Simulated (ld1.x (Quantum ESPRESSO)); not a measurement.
**Which change was made? (Ta, TM)**

tantalum, norm-conserving Troullier–Martins (Kleinman–Bylander form), made with ld1.x (Quantum ESPRESSO) 7.5 (BLYP, scalar-relativistic). Core [Xe] 4f14, reference 5d3 6s1.5 6p0.5. Waves: 6s (bound): rc 3.00 bohr; 6p (bound): rc 2.85 bohr; 5d (bound): rc 1.55 bohr. Local part: all-electron potential smoothed inside 1.35 bohr (lloc = -2). Core correction: Bessel-smoothed model core inside 1.00 bohr.

Cutoffs, loose and tight: the cutoffs (Ry, on a coarse ladder) from which the occupation-weighted sum of valence levels, in a spherical-Bessel basis at the reference potential, stays within 10 and 1 mRy of its value at 400 Ry. They do not see the model core or the augmentation charge, which bear on the density cutoff. Test errors are all-electron minus pseudo excitation energies from the reference, over the configurations 5d3 6s2 6p0; 5d3 6s1 6p0; 5d3 6s0 6p0; 5d2 6s0 6p0; 5d3.5 6s1.5 6p0; 5d4 6s1 6p0; 5d2 6s2 6p1; variants that change the core or the reference have their own tests.

The base gives: outcome: generated; cutoff, loose: 25 Ry; cutoff, tight: 35 Ry; bound ghosts: s, p; largest test error (meV): -146.

On the changes marked as counting shells twice: ld1.x takes every shell without a wave as core, so the model core holds the marked electrons as well and exchange and correlation see them twice. This cancels in the reference configuration, but the file is broken for other ones, and its errors say nothing about a proper core correction.

(1) After one change the result is: outcome: generated; cutoff, loose: 30 Ry; cutoff, tight: 35 Ry; bound ghosts: s; largest test error (meV): -294. Which change was it?
A. wave 6s (bound): rc 3.00 bohr becomes 6s (bound): rc 3.40 bohr
B. core [Kr] 4d10, valence charge 27; reference 4f14 5s2 5p6 5d3 6s2 6p0; waves now 5s (bound): rc 1.75 bohr; 5p (bound): rc 1.80 bohr; 4f (bound): rc 0.60 bohr; 5d (bound): rc 1.90 bohr; local potential the d channel; core correction a·sin(br)/r model core inside 0.35 bohr (6s counted twice)
C. all radii but the core radius scaled by about 1.28 (s 3.84, p 3.64, d 1.98 bohr); local potential all-electron potential smoothed inside 1.72 bohr (lloc = -2)

Answers

(1) C. The others give: core [Kr] 4d10, valence charge 27; reference 4f14 5s2 5p6 5d3 6s2 6p0; waves now 5s (bound): rc 1.75 bohr; 5p (bound): rc 1.80 bohr; 4f (bound): rc 0.60 bohr; 5d (bound): rc 1.90 bohr; local potential the d channel; core correction a·sin(br)/r model core inside 0.35 bohr (6s counted twice) → outcome: generated, misses its reference levels by 0.40 eV; bound ghosts: p; largest test error (meV): +1094 over the solved tests; 3 of 7 tests not solved or not reliable | wave 6s (bound): rc 3.00 bohr becomes 6s (bound): rc 3.40 bohr → outcome: generated; cutoff, loose: 25 Ry; cutoff, tight: 35 Ry; bound ghosts: s, p; largest test error (meV): -204.
